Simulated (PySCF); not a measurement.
Molecule: dibromo(diethyl)silane, C4H10Br2Si, charge 0, multiplicity 1. 
Structure (B3LYP-D3(BJ)/def2-TZVP (Ansatz) minimum search):
SMILES: C([Si](Br)(CC)Br)C
```xyz
17

C     -1.9805    -2.2027     0.8762
C     -1.3052    -1.5578    -0.3401
Si     0.0072    -0.3080     0.1043
Br    -0.9629     1.4133     1.1675
Br     0.9193     0.4528    -1.7993
C      1.3644    -0.9749     1.1976
C      2.0832    -2.1968     0.6133
H     -1.2599    -2.7346     1.5007
H     -2.7384    -2.9232     0.5645
H     -2.4697    -1.4537     1.5004
H     -0.8250    -2.3169    -0.9653
H     -2.0417    -1.0602    -0.9753
H      2.0702    -0.1635     1.3896
H      0.9075    -1.2177     2.1620
H      2.5495    -1.9611    -0.3442
H      1.3945    -3.0282     0.4504
H      2.8661    -2.5475     1.2877
```
Charge 0, spin multiplicity 1.

Dispersion corrections to the total energy (kcal/mol) from the dftd3 and dftd4 libraries through PySCF: D3(BJ) without and D4 with the three-body term, each with the damping fitted for the functional named.

```tsv
functional	D3(BJ)	D4
BLYP	___	-25.82
TPSS	-16.33	___
HSE06	-9.68	-10.01
PBE	-12.50	___
PBE0	-11.48	-10.61
TPSSh	-15.37	-15.06
r2SCAN	-3.89	-3.21
```

### Question
Some entries are withheld; supply them.

### Answer

- BLYP, D3(BJ): -27.11
- TPSS, D4: -16.44
- PBE, D4: -12.22
